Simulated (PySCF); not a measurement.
PySCF job for C3H5BO, SMILES OB1C=CC1, TDA-PBE/def2-SVPD. The structure is a stationary point at B3LYP-D3(BJ)/def2-SVP. This is a generated structure with no PubChem entry under its InChIKey; it may be hypothetical. Other conformers were not sampled.

```python
import numpy as np
from pyscf import gto, scf, dft, tdscf

mol = gto.M(
    atom='''
    O    -0.15350391   -1.89908583    0.00000000
    B    -0.06906770   -0.55272751    0.00000000
    C    -1.11456590    0.59793720   -0.00000000
    C    -0.08214880    1.47736521    0.00000000
    C     1.12816539    0.53954854   -0.00000000
    H     0.71033504   -2.33149419   -0.00000001
    H    -2.18827689    0.79749900    0.00000000
    H    -0.08463066    2.57715859    0.00000000
    H     1.77361906    0.61202757   -0.89375327
    H     1.77361907    0.61202758    0.89375326
    ''',
    basis='def2-SVPD',
    charge=0,
    spin=0,
    symmetry=True,
    max_memory=1600,
    verbose=4,
)
mf = dft.RKS(mol, xc='pbe').density_fit(auxbasis='def2-universal-jkfit')
mf.grids.level = 3
mf.conv_tol = 1e-9
mf.max_cycle = 100
mf.kernel()
mf.grids = dft.Grids(mol).set(level=1).build(with_non0tab=True)  # coarser grid for the response kernel
td = tdscf.TDA(mf)
td.singlet = True
td.nstates = 10
td.conv_tol = 1e-4
td.positive_eig_threshold = 1e-6
td.kernel(x0=td.get_init_guess(mf, 15))
td.analyze()
tt = tdscf.TDA(mf)
tt.singlet = False
tt.nstates = 4
tt.conv_tol = 1e-4
tt.positive_eig_threshold = 1e-6
tt.kernel(x0=tt.get_init_guess(mf, 9))
tt.analyze(verbose=3)
```

It prints:

```
PySCF version 2.14.0

[INPUT] verbose = 4
[INPUT] num. atoms = 10
[INPUT] num. electrons = 36
[INPUT] charge = 0
[INPUT] spin (= nelec alpha-beta = 2S) = 0
[INPUT] symmetry True subgroup None
[INPUT] Mole.unit = angstrom
[INPUT] Symbol           X                Y                Z      unit          X                Y                Z       unit  Magmom
[INPUT]  1 O     -0.153503910000  -1.899085830000   0.000000000000 AA   -0.290080348950  -3.588752105742   0.000000000000 Bohr   0.0
[INPUT]  2 B     -0.069067700000  -0.552727510000   0.000000000000 AA   -0.130519037054  -1.044503615413   0.000000000000 Bohr   0.0
[INPUT]  3 C     -1.114565900000   0.597937200000   0.000000000000 AA   -2.106224298779   1.129937547689   0.000000000000 Bohr   0.0
[INPUT]  4 C     -0.082148800000   1.477365210000   0.000000000000 AA   -0.155238733462   2.791815632861   0.000000000000 Bohr   0.0
[INPUT]  5 C      1.128165390000   0.539548540000   0.000000000000 AA    2.131923610313   1.019598971509   0.000000000000 Bohr   0.0
[INPUT]  6 H      0.710335040000  -2.331494190000  -0.000000010000 AA    1.342338682282  -4.405885480115  -0.000000018897 Bohr   0.0
[INPUT]  7 H     -2.188276890000   0.797499000000   0.000000000000 AA   -4.135244006815   1.507054694615   0.000000000000 Bohr   0.0
[INPUT]  8 H     -0.084630660000   2.577158590000   0.000000000000 AA   -0.159928769141   4.870123914670   0.000000000000 Bohr   0.0
[INPUT]  9 H      1.773619060000   0.612027570000  -0.893753270000 AA    3.351654272709   1.156564487983  -1.688948903234 Bohr   0.0
[INPUT] 10 H      1.773619070000   0.612027580000   0.893753260000 AA    3.351654291606   1.156564506880   1.688948884337 Bohr   0.0

nuclear repulsion = 145.536487113158
point group symmetry = Cs
symmetry origin: [-1.04984796e-09  3.14954356e-09 -1.04984785e-09]
symmetry axis x: [ 1.00000000e+00  1.81528620e-09 -6.27617836e-10]
symmetry axis y: [ 1.81528620e-09 -1.00000000e+00 -4.41180534e-10]
symmetry axis z: [ 6.27617836e-10 -4.41180604e-10  1.00000000e+00]
num. orbitals of irrep A' = 98
num. orbitals of irrep A" = 45
number of shells = 61
number of NR pGTOs = 203
number of NR cGTOs = 143
basis = def2-SVPD
ecp = {}


******** <class 'pyscf.df.df_jk.DFSymAdaptedRKS'> ********
method = DFSymAdaptedRKS
initial guess = minao
damping factor = 0
level_shift factor = 0
DIIS = <class 'pyscf.scf.diis.CDIIS'>
diis_start_cycle = 1
diis_space = 8
diis_damp = 0
SCF conv_tol = 1e-09
SCF conv_tol_grad = None
SCF max_cycles = 100
direct_scf = False
XC library pyscf.dft.libxc version 7.1.2
    S. Lehtola, C. Steigemann, M. J. T. Oliveira, and M. A. L. Marques,  SoftwareX 7, 1–5 (2018)
XC functionals = pbe
    J. P. Perdew, K. Burke, and M. Ernzerhof,  Phys. Rev. Lett. 77, 3865 (1996)
    J. P. Perdew, K. Burke, and M. Ernzerhof,  Phys. Rev. Lett. 78, 1396 (1997)
    J. P. Perdew, K. Burke, and M. Ernzerhof,  Phys. Rev. Lett. 77, 3865 (1996)
    J. P. Perdew, K. Burke, and M. Ernzerhof,  Phys. Rev. Lett. 78, 1396 (1997)
radial grids:
    Treutler-Ahlrichs [JCP 102, 346 (1995); DOI:10.1063/1.469408] (M4) radial grids

becke partition: Becke, JCP 88, 2547 (1988); DOI:10.1063/1.454033
pruning grids: <function nwchem_prune>
grids dens level: 3
symmetrized grids: True
atomic radii adjust function: <function treutler_atomic_radii_adjust>
small_rho_cutoff = 0
Freeze 0 electrons in irreps []
    36 free electrons in irreps A' A"
Set gradient conv threshold to 3.16228e-05
Initial guess from minao.
tot grids = 119528
init E= -217.380520227721
HOMO (A") = -0.321931641029558  LUMO (A") = -0.133210779369128  gap/eV = 5.13536
cycle= 1 E= -216.847183318756  delta_E= 0.533  |g|= 0.779  |ddm|= 4.76
HOMO (A') = -0.12281693839231  LUMO (A") = 0.00884248790724135  gap/eV = 3.58264
cycle= 2 E= -216.410380613243  delta_E= 0.437  |g|=  1.6  |ddm|= 2.38
HOMO (A") = -0.220253892582324  LUMO (A") = -0.0480892836947243  gap/eV = 4.68484
cycle= 3 E= -216.962646562582  delta_E= -0.552  |g|= 0.282  |ddm|= 1.67
HOMO (A") = -0.246520342645726  LUMO (A") = -0.0697051269322848  gap/eV = 4.81139
cycle= 4 E= -216.982742677851  delta_E= -0.0201  |g|= 0.0748  |ddm|= 0.44
HOMO (A") = -0.243259418009579  LUMO (A") = -0.0649423148016854  gap/eV = 4.85226
cycle= 5 E= -216.983500784295  delta_E= -0.000758  |g|= 0.0541  |ddm|= 0.15
HOMO (A") = -0.241183932290086  LUMO (A") = -0.0643764133353893  gap/eV = 4.81118
cycle= 6 E= -216.98422263578  delta_E= -0.000722  |g|= 0.00935  |ddm|= 0.0675
HOMO (A") = -0.241038959907464  LUMO (A") = -0.0642308656077422  gap/eV = 4.81119
cycle= 7 E= -216.984250364606  delta_E= -2.77e-05  |g|= 0.00108  |ddm|= 0.0159
HOMO (A") = -0.241068448793256  LUMO (A") = -0.064254474434768  gap/eV = 4.81135
cycle= 8 E= -216.984250602911  delta_E= -2.38e-07  |g|= 0.000224  |ddm|= 0.00186
HOMO (A") = -0.241066967981118  LUMO (A") = -0.0642611942133503  gap/eV = 4.81113
cycle= 9 E= -216.984250612907  delta_E= -1e-08  |g|= 0.000121  |ddm|= 0.000548
HOMO (A") = -0.241075781821406  LUMO (A") = -0.0642662024663475  gap/eV = 4.81123
cycle= 10 E= -216.984250616909  delta_E= -4e-09  |g|= 1.97e-05  |ddm|= 0.000192
HOMO (A") = -0.241074495499304  LUMO (A") = -0.064264420953738  gap/eV = 4.81125
cycle= 11 E= -216.984250616963  delta_E= -5.33e-11  |g|= 1.35e-05  |ddm|= 5.19e-05
HOMO (A") = -0.24107488719457  LUMO (A") = -0.0642658162545575  gap/eV = 4.81122
Extra cycle  E= -216.984250616908  delta_E= 5.41e-11  |g|= 1.98e-05  |ddm|= 5.03e-05
converged SCF energy = -216.984250616908
tot grids = 38264
Overwritten attributes  positive_eig_threshold  of <class 'pyscf.tdscf.rks.TDA'>


******** <class 'pyscf.tdscf.rks.TDA'> for <class 'pyscf.df.df_jk.DFSymAdaptedRKS'> ********
nstates = 10 singlet
deg_eia_thresh = 1.000e-03
wfnsym = None
conv_tol = 0.0001
eigh lindep = 1e-12
eigh level_shift = 0
eigh max_cycle = 100


Excitation energies (eV)
[5.20054554 5.97761272 6.10330328 6.11853691 6.44191686 7.1015927
 7.15272881 7.29964731 7.42035367 7.58322393]

** Singlet excitation energies and oscillator strengths **
Excited State   1:   A"      5.20055 eV    238.41 nm  f=0.0001
      17 -> 19       -0.70507
Excited State   2:   A'      5.97761 eV    207.41 nm  f=0.0731
      12 -> 19        0.14950
      15 -> 19       -0.10159
      17 -> 20        0.12071
      18 -> 19       -0.62898
      18 -> 22       -0.19518
Excited State   3:   A"      6.10330 eV    203.14 nm  f=0.0016
      16 -> 19        0.52890
      18 -> 20       -0.46209
Excited State   4:   A"      6.11854 eV    202.64 nm  f=0.0005
      16 -> 19       -0.45722
      18 -> 20       -0.53485
Excited State   5:   A'      6.44192 eV    192.46 nm  f=0.0123
      17 -> 20       -0.69484
Excited State   6:   A"      7.10159 eV    174.59 nm  f=0.0053
      18 -> 21       -0.70386
Excited State   7:   A'      7.15273 eV    173.34 nm  f=0.0359
      15 -> 19        0.21051
      16 -> 20        0.67194
Excited State   8:   A"      7.29965 eV    169.85 nm  f=0.0006
      14 -> 19        0.69850
Excited State   9:   A'      7.42035 eV    167.09 nm  f=0.0242
      17 -> 21       -0.69772
      18 -> 22        0.10403
Excited State  10:   A'      7.58322 eV    163.50 nm  f=0.1343
      15 -> 19       -0.61786
      15 -> 22        0.15724
      16 -> 20        0.19475
      17 -> 23       -0.10132
      18 -> 19        0.11460

** Transition electric dipole moments (AU) **
state          X           Y           Z        Dip. S.      Osc.
  1         0.0000     -0.0000     -0.0205      0.0004      0.0001
  2        -0.2523     -0.6599     -0.0000      0.4991      0.0731
  3        -0.0000     -0.0000      0.1035      0.0107      0.0016
  4        -0.0000      0.0000     -0.0590      0.0035      0.0005
  5        -0.2220     -0.1699      0.0000      0.0782      0.0123
  6        -0.0000      0.0000      0.1751      0.0307      0.0053
  7        -0.1422      0.4297     -0.0000      0.2049      0.0359
  8         0.0000      0.0000     -0.0571      0.0033      0.0006
  9         0.3509      0.1001     -0.0000      0.1331      0.0242
 10         0.0505      0.8487     -0.0000      0.7228      0.1343

** Transition velocity dipole moments (imaginary part, AU) **
state          X           Y           Z        Dip. S.      Osc.
  1        -0.0000      0.0000     -0.0031      0.0000      0.0000
  2         0.0374      0.0311     -0.0000      0.0024      0.0072
  3         0.0000      0.0000     -0.0357      0.0013      0.0038
  4        -0.0000      0.0000      0.0560      0.0031      0.0093
  5        -0.0325     -0.0202     -0.0000      0.0015      0.0041
  6         0.0000     -0.0000      0.0648      0.0042      0.0107
  7        -0.0266      0.1020     -0.0000      0.0111      0.0282
  8        -0.0000      0.0000      0.0088      0.0001      0.0002
  9         0.0839      0.0174     -0.0000      0.0073      0.0179
 10        -0.0161      0.1015      0.0000      0.0106      0.0253

** Transition magnetic dipole moments (imaginary part, AU) **
state          X           Y           Z
  1         0.0495     -0.4543      0.0000
  2        -0.0000     -0.0000     -1.0011
  3         0.6560      0.3696     -0.0000
  4        -0.3856      0.1460     -0.0000
  5        -0.0000      0.0000      0.4239
  6        -0.3756     -0.4905      0.0000
  7        -0.0000     -0.0000     -0.0219
  8        -0.5141      1.0059     -0.0000
  9         0.0000     -0.0000     -0.1359
 10        -0.0000      0.0000      0.1996


******** <class 'pyscf.tdscf.rks.TDA'> for <class 'pyscf.df.df_jk.DFSymAdaptedRKS'> ********
nstates = 4 triplet
deg_eia_thresh = 1.000e-03
wfnsym = None
conv_tol = 0.0001
eigh lindep = 1e-12
eigh level_shift = 0
eigh max_cycle = 100


Excitation energies (eV)
[4.01980397 4.89523699 5.42241202 6.05486186]

** Triplet excitation energies and oscillator strengths **
Excited State   1:   A'      4.01980 eV    308.43 nm  f=0.0000
Excited State   2:   A"      4.89524 eV    253.28 nm  f=0.0000
Excited State   3:   A"      5.42241 eV    228.65 nm  f=0.0000
Excited State   4:   A"      6.05486 eV    204.77 nm  f=0.0000
```

The run converged.
